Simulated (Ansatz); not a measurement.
cyclohexane (C$_{6}$H$_{12}$), singlet, at a GFN2-xTB geometry. Base run: BLYP/6-31G* in Ansatz (a quantum-chemistry and plane-wave program).

Geometry (Å):
```xyz
18

C     -0.6620     1.1230    -0.6737
C      0.7541     1.2530    -0.1204
C      1.4579    -0.1008    -0.1325
C      0.6620    -1.1230     0.6737
C     -0.7541    -1.2530     0.1204
C     -1.4579     0.1008     0.1325
H     -0.6142     0.8022    -1.7171
H     -1.1638     2.0927    -0.6447
H      1.3214     1.9732    -0.7141
H      0.7083     1.6273     0.9052
H      1.5534    -0.4492    -1.1638
H      2.4638    -0.0015     0.2814
H      1.1638    -2.0927     0.6447
H      0.6142    -0.8022     1.7171
H     -1.3214    -1.9732     0.7141
H     -0.7083    -1.6273    -0.9052
H     -1.5534     0.4492     1.1638
H     -2.4638     0.0015    -0.2814
```
Charge 0, spin multiplicity 1.
All else is at Ansatz's defaults.
Base energy -235.70876 Eh.

Variants of this job, named by their change:

| change | ΔE vs base (mEh) |
|---|---|
| base | 0.000 |
| fitting.mean_field = def2-universal-JKFIT | -0.135 |
| final_grid = 14, 28, 59 | -0.003 |
| final_grid = 6, 12, 29 | -0.013 |
| lower_state_search = full | 0.000 |
| fitting.mean_field = cc-pVTZ-JKFIT | -0.096 |
| lower_state_search = off | 0.000 |
| lower_state_search = light | 0.000 |
| accuracy = high | -0.001 |
| point_charge = charge:-1.0 position_ang:4.7894, 1.7406, 2.0152 | -3.616 |
| nuclear_model = gaussian | 0.020 |
